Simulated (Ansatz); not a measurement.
Total energies of C₂H₇AlS, SMILES `[CH3][AlH][S]C`.

```xyz
11

C     0.072   -1.311   -1.128
Al    0.015   -1.237    0.821
S    -0.072    0.672    1.862
C    -0.073    1.896    0.513
H     0.948   -0.791   -1.526
H     0.111   -2.345   -1.481
H    -0.810   -0.841   -1.576
H     0.029   -2.505    1.770
H     0.792    2.548    0.630
H    -0.981    2.493    0.582
H    -0.031    1.423   -0.467
```

The species carries charge 0 and has multiplicity 1. All single points use the PBE0-D4/def2-TZVP geometry. It is one conformer, not always the lowest. Basis def2-TZVPP, Ansatz.

RPA on PBE orbitals: Hartree–Fock energy of these orbitals -719.30556 Eh, correlation -1.07761 Eh (frozen core).

| functional | energy without D4 (Eh) | D4 term (kJ/mol) |
| --- | --- | --- |
| LDA (SPW92) | -717.92831 | – |
| PBE | -720.70631 | -20.9 |
| revPBE | -720.98458 | -60.2 |
| BLYP | -721.08292 | -45.2 |
| r2SCAN | -721.03005 | -5.2 |
| B97M-V | -720.98329 | – |
| PBE0 | -720.78044 | -17.8 |
| B3LYP | -721.18554 | -33.7 |
| r2SCANh | -721.02391 | -5.6 |
| r2SCAN0 | -721.01557 | -6.2 |
| HSE06 (plane-wave form) | -720.76159 | -16.7 |
| BHLYP | -721.08281 | -27.1 |
| CAM-B3LYP | -721.10141 | -18.3 |
| LC-ωPBE | -720.89115 | – |
| ωB97X-V | -721.01323 | – |
| ωB97M-V | -721.04190 | – |
| B2PLYP | -720.81155 | – |
| PBE-QIDH | -720.59681 | – |

B3LYP takes the VWN-RPA correlation (the form of Gaussian; ORCA's B3LYP/G). HSE06 is the plane-wave form, built on full-range PBE exchange. The double hybrids freeze the cores in their second-order part.

LC-ωPBE has ω = 0.4 bohr⁻¹.
